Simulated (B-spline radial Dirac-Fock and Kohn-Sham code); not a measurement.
The computed values come from an atomic code on a B-spline grid: configuration-average Dirac-Fock orbitals.

**Question.** This computed X-ray form factor belongs to an atom or ion in its tabulated ground configuration. Which?

| sin θ/λ (Å⁻¹) | f₀ |
| --- | --- |
| 0.2 | 28.538 |
| 0.4 | 27.230 |
| 0.5 | 26.318 |
| 1.6 | 13.561 |
| 2 | 10.222 |
| 3 | 6.054 |
| 3.5 | 5.212 |
| 4 | 4.620 |
| 5 | 3.608 |

**Answer.** Pm³²⁺, with 29 electrons in [Ar] 3d10 4s1. f₀ tends to the number of electrons as s goes to zero, which the first rows give only roughly, and the rate of fall reflects the nuclear charge, 61.
